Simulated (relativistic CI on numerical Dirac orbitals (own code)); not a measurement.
A reference radial Dirac CI calculation of Ge3+ gave the lowest total energy -2093.87735 Ha in 60 SCF steps, from this input:

```
atom Ge  Z=32  charge=3  electrons=29
nucleus A=74  rms_radius_fm=4.0742
hamiltonian dirac-coulomb  breit=on  qed=on  c_scale=1
orbitals kli  potential=per-configuration
slater_scale 1
correlation none
mixing on
grid step=0.0125 r_max=50.3
scf mixing=0.4 start=green max_iterations=150 tolerance=2e-08 node_fill=0.05
configurations
  [Ar] 3d10 4s
  [Ar] 3d10 4p
  [Ar] 3d10 4d
  [Ar] 3d10 4f
  [Ar] 3d10 5s
end
```

One setting was then changed, and the output read:

```
SCF 1: [Ar] 3d10 4s
 iter      energy (Ha)   residual   last orbital (Ha)
    1     -2076.036583   2.55e+00     -2.94476
    2     -2093.605587   8.49e-01     -2.11735
    3     -2095.246310   1.55e-01     -1.72816
    4     -2095.388562   1.92e-01     -1.72870
    5     -2095.463839   2.34e-02     -1.64748
    6     -2095.463540   4.20e-03     -1.64041
    7     -2095.463851   1.81e-03     -1.63946
    8     -2095.463988   2.13e-05     -1.63979
    9     -2095.463991   5.13e-05     -1.63978
   10     -2095.463989   4.89e-06     -1.63976
   11     -2095.463989   4.40e-07     -1.63976
   12     -2095.463988   8.42e-10     -1.63976
SCF 2: [Ar] 3d10 4p
 iter      energy (Ha)   residual   last orbital (Ha)
    1     -2075.666232   2.55e+00     -2.35176
    2     -2093.251246   8.39e-01     -1.63774
    3     -2094.892578   1.52e-01     -1.33451
    4     -2095.032984   1.75e-01     -1.33026
    5     -2095.095837   1.85e-02     -1.27033
    6     -2095.095384   4.38e-03     -1.26571
    7     -2095.095733   1.53e-03     -1.26470
    8     -2095.095849   1.13e-04     -1.26490
    9     -2095.095846   4.56e-05     -1.26488
   10     -2095.095844   5.45e-06     -1.26486
   11     -2095.095844   4.19e-07     -1.26486
   12     -2095.095844   1.16e-09     -1.26486
SCF 3: [Ar] 3d10 4d
 iter      energy (Ha)   residual   last orbital (Ha)
    1     -2075.323344   2.54e+00     -1.44303
    2     -2092.813068   8.12e-01     -0.97796
    3     -2094.462495   1.42e-01     -0.82319
    4     -2094.589528   1.31e-01     -0.82265
    5     -2094.624624   6.33e-03     -0.79634
    6     -2094.624407   2.83e-03     -0.79506
    7     -2094.624574   1.04e-03     -0.79425
    8     -2094.624645   2.01e-04     -0.79431
    9     -2094.624640   1.06e-04     -0.79430
   10     -2094.624636   4.90e-06     -0.79429
   11     -2094.624636   4.33e-07     -0.79429
   12     -2094.624635   2.36e-09     -0.79429
SCF 4: [Ar] 3d10 4f
 iter      energy (Ha)   residual   last orbital (Ha)
    1     -2075.715645   2.48e+00     -0.63164
    2     -2092.525524   7.90e-01     -0.54113
    3     -2094.195046   1.27e-01     -0.51339
    4     -2094.303459   1.09e-01     -0.50877
    5     -2094.330182   4.68e-03     -0.50324
    6     -2094.330289   2.06e-03     -0.50292
    7     -2094.330366   7.98e-04     -0.50264
    8     -2094.330413   9.62e-05     -0.50263
    9     -2094.330407   4.40e-05     -0.50263
   10     -2094.330409   1.64e-06     -0.50263
   11     -2094.330409   9.43e-09     -0.50263
SCF 5: [Ar] 3d10 5s
 iter      energy (Ha)   residual   last orbital (Ha)
    1     -2076.081624   2.54e+00     -1.04100
    2     -2092.754566   8.63e-01     -0.86518
    3     -2094.409874   1.40e-01     -0.77349
    4     -2094.576451   9.27e-02     -0.77566
    5     -2094.583093   2.60e-02     -0.75677
    6     -2094.585645   1.05e-02     -0.75823
    7     -2094.586757   6.30e-04     -0.75900
    8     -2094.586787   4.03e-05     -0.75907
    9     -2094.586789   8.08e-05     -0.75908
   10     -2094.586785   5.15e-07     -0.75908
   11     -2094.586785   6.69e-07     -0.75908
   12     -2094.586785   4.79e-08     -0.75908
   13     -2094.586785   3.28e-09     -0.75908
orbital energies (Ha): 2p1/2 -46.1581  2p3/2 -44.9895  3s -7.6922  3p1/2 -5.8461  3p3/2 -5.6905  3d3/2 -2.5548  3d5/2 -2.5332  4s -1.6398
configuration averages (Ha): Dirac-Coulomb, Breit, QED
  4s                           -2095.463988    0.948636    0.000000
  4p                           -2095.095844    0.948577    0.000000
  4d                           -2094.624635    0.948084    0.000000
  4f                           -2094.330409    0.948064    0.000000
  5s                           -2094.586785    0.948232    0.000000
levels: no., configuration, term, J, E (cm-1), weight
   1 4s                     2S   1/2              0.0  1.00
   2 4p                     2P*  1/2          79099.5  1.00
   3 4p                     2P*  3/2          81678.8  1.00
   4 4d                     2D   3/2         183979.3  1.00
   5 4d                     2D   5/2         184227.7  1.00
   6 5s                     2S   1/2         192502.3  1.00
   7 4f                     2F*  7/2         248696.0  1.00
   8 4f                     2F*  5/2         248702.4  1.00
lowest total energy -2094.515508 Ha
end: converged
```

(1) Which setting was changed?
A. SCF tolerance
B. start potential
C. end of the grid
D. QED terms

Answers

(1) D. The QED terms off.
